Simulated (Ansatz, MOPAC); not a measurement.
Molecule: HgCl (charge +1, singlet). SMILES: [Cl][Hg+]

Atoms: Hg1, Cl2. Bonds: Hg1-Cl2.

Bond lengths (Å) and angles (degrees) optimised at PM3 with MOPAC; PM7 with MOPAC; MNDO with MOPAC; HF/6-31G* with LANL2DZ past Ar with Ansatz (an electronic-structure program); PBE/6-31G* with LANL2DZ past Ar with Ansatz; B3LYP/6-31G* with LANL2DZ past Ar with Ansatz, each started from the B3LYP-D3(BJ)/def2-TZVP structure (Ansatz) of the last column. A row stands for all coordinates that are equal there. 6-31G* holds six Cartesian d functions.

```csv
coordinate,PM3,PM7,MNDO,HF/6-31G* with LANL2DZ past Ar,PBE/6-31G* with LANL2DZ past Ar,B3LYP/6-31G* with LANL2DZ past Ar,B3LYP-D3(BJ)/def2-TZVP
Hg1-Cl2,2.137,2.154,2.197,2.318,2.387,2.382,2.271
```

Mean signed difference of all 1 bond lengths from B3LYP-D3(BJ)/def2-TZVP: PM3 -0.134 Å, PM7 -0.117 Å, MNDO -0.074 Å, HF/6-31G* with LANL2DZ past Ar 0.047 Å, PBE/6-31G* with LANL2DZ past Ar 0.116 Å, B3LYP/6-31G* with LANL2DZ past Ar 0.112 Å.
